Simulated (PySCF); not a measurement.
A calculated (r2SCAN, PySCF 2.14, aug-pcseg-2, no relativity, point nucleus) atom or ion has these occupied shells.

| shell | electrons | orbital energy (eV) | rms radius, mean of both spins (bohr) |
| --- | --- | --- | --- |
| 1s α | 1 | -10832.0 | 0.0554 |
| 1s β | 1 | -10832.0 | 0.0554 |
| 2s β | 1 | -1348.0 | 0.232 |
| 2s α | 1 | -1348.0 | 0.232 |
| 2p α | 3 | -1197.9 | 0.205 |
| 2p β | 3 | -1197.9 | 0.205 |
| 3s α | 1 | -167.70 | 0.681 |
| 3s β | 1 | -167.65 | 0.681 |
| 3p α | 3 | -117.40 | 0.706 |
| 3p β | 3 | -117.33 | 0.706 |
| 3d α | 5 | -30.688 | 0.828 |
| 3d β | 5 | -30.539 | 0.828 |
| 4s α | 1 | -12.340 | 2.33 |
| 4s β | 1 | -10.590 | 2.33 |
| 4p α | 2 | -4.736 | 3.07 |

Q: Name the element and its charge.

A: Ge (germanium, neutral), in [Ar] 3d10 4s2 4p2, high-spin 3P determinant.
